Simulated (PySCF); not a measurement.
GeP and its ions

ROHF-MP2; Ge def2-SVP, P def2-SVP; no relativity (PySCF 2.14). Neutral (ROHF): doublet (π ↑), Re = 2.153 Å, ωe = 496 cm⁻¹, De = 2.59 eV.

GeP⁺ (UHF): triplet (π ↑↑), Re = 2.297 Å, ωe = 405 cm⁻¹, De = 1.95 eV to Ge⁺ + P. The energies at the minima are -2415.98317 hartree for GeP and -2415.67482 for GeP⁺.

Question: Work out the adiabatic ionisation energy, without and with harmonic zero-point energies (1 hartree = 27.2114 eV, 1 eV = 8065.5 cm⁻¹), and the change of the bond length.

Answer: At MP2: 0.30835 hartree = 8.391 eV between the minima; the zero-point term (405.0 − 496.0)/2 cm⁻¹ = -0.006 eV makes it 8.385 eV. Re changes by +14.4 pm against the neutral. The electron leaves a π orbital, and the longer bond of the ion fits a bonding orbital, or a change in how ionic the bond is.

Correlated steps freeze 14 core orbitals. UHF and ROHF references stand side by side, which adds small steps between rows. Correlated levels converge slowly with the basis: in double zeta they bind strong bonds too weakly, by up to about 1 eV, and carry superposition errors of some tenths. Spin–orbit coupling is left out. For an ion De counts to the pair picked by the measured ionisation energies or electron affinities, which need not be the lowest pair at this level. States were picked by a PBE0 search and need not be the measured ground states.

Neutral and ion stand on different kinds of reference determinant, which adds to the error of the difference.
